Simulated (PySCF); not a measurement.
## Steps of a relaxation of Hg(SH)2

Hg(SH)2 (singlet). PySCF 2.14.0, RKS PBE0, Hg def2-SVP with ECP60, S def2-SVP, H def2-SVP; non-relativistic Hamiltonian with scalar-relativistic core potentials where named; density fitting; no spin-orbit coupling. Origin of the start: template. Columns: position (Å) and force (eV/Å). Energies are counted from the last step; some of the 16 steps are shown. Forces carry noise of the integration grid, about 0.01 to 0.03 eV/Å.

Run from Python with OMP_NUM_THREADS=2. Where DIIS fails, smearing, a level shift and second-order steps follow.
It took 21 s on 2 threads of Arm Neoverse V2, on a shared host, from the converged density of the start.

```xyz
5
step 0  E = 0.706 eV
Hg    0.0000    0.0000   -0.2274     0.00    0.00    0.62
S     2.1331    0.0000    0.7272     0.63    0.09   -0.06
H     2.9473   -0.3365   -0.2841     0.11   -0.08   -0.25
S    -2.1331    0.0000    0.7272    -0.63   -0.09   -0.06
H    -2.9473    0.3365   -0.2841    -0.11    0.08   -0.25
```

```xyz
5
step 5  E = 0.032 eV
Hg    0.0000    0.0000    0.4857     0.00    0.00    0.03
S     2.3254    0.2080    0.6217     0.24   -0.13   -0.37
H     2.6265   -0.4584   -0.5351    -0.18    0.17    0.35
S    -2.3254   -0.2080    0.6217    -0.24    0.13   -0.37
H    -2.6265    0.4584   -0.5351     0.18   -0.17    0.35
```

```xyz
5
step 10  E = 0.003 eV
Hg    0.0000    0.0000    0.5252     0.00    0.00    0.02
S     2.3278    0.3051    0.5561    -0.04   -0.06   -0.09
H     2.5411   -0.5315   -0.4893     0.01    0.05    0.08
S    -2.3278   -0.3051    0.5561     0.04    0.06   -0.09
H    -2.5411    0.5315   -0.4893    -0.01   -0.05    0.08
```

Question: Where does the relaxation end?

Answer: It converges at step 15 in C2:
```xyz
5
step 15  E = 0
Hg    0.0000    0.0000    0.4904
S     2.3181    0.3470    0.5187
H     2.5731   -0.5778   -0.4345
S    -2.3181   -0.3470    0.5187
H    -2.5731    0.5778   -0.4345
```

Question: How did the contacts change?

Answer: 
```json
{"contact": "Hg1–S2 (SH)", "start (Å)": "2.337", "end (Å)": "2.344"}
{"contact": "Hg1–S4 (SH)", "start (Å)": "2.337", "end (Å)": "2.344"}
```
